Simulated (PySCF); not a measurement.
# Computed records: AlBH$_{4}$NO

Computed with PySCF 2.14.0. Calculation on a computer-drawn molecule: optimised geometry and harmonic frequencies of an isolated molecule of the commonest isotopes, restricted reference for singlets and unrestricted otherwise, frozen core in MP2.

## AlBH$_{4}$NO

Start structure:
```xyz
8
AlBH4NO
B     -3.1277    -1.6377    -0.1112
N     -2.8265    -0.4306    -0.5031
Al    -2.5408    -0.1766     1.3764
O     -1.0415    -0.0676     2.0165
H     -3.4934    -2.6120    -0.6373
H     -2.8626    -0.0353    -1.4925
H     -3.6174     0.5721     2.1273
H     -0.1826     0.0914     2.4295
```

```
charge                                        : 0
multiplicity                                  : 2
method                                        : HF
basis                                         : cc-pV(D+d)Z
rotational constants                          : 25.94, 3.189, 2.84 GHz
total energy                                  : -398.3211 hartree
spin squared                                  : 0.7554
convergence status largest gradient component : 4.127e-05 hartree/bohr
```

Drawn bonds:
```tsv
atom	other atom	order
1	2	1
2	3	1
3	4	1
1	5	1
2	6	1
3	7	1
4	8	1
```

Optimised structure:
```xyz
8
AlBH4NO
B     -3.9099    -1.4786    -0.4995
N     -2.6883    -0.9351    -0.1024
Al    -2.3675    -0.1461     1.4817
O     -0.7879     0.4135     1.6697
H     -4.1401    -2.0079    -1.5548
H     -1.9391    -1.0005    -0.7743
H     -3.4682     0.0028     2.5849
H     -0.3915     0.8557     2.4004
```

Modes:
```tsv
frequency (cm⁻¹)	reduced mass (dalton)
97.65	4.154
174.1	3.634
302.5	5.687
361.3	1.079
403.3	1.193
546.9	1.359
560.7	1.148
696.9	1.786
727.8	1.943
872	1.236
910.4	5.503
974.6	1.218
1283	1.46
1393	4.904
2050	1.043
2678	1.098
3720	1.074
4235	1.068
```
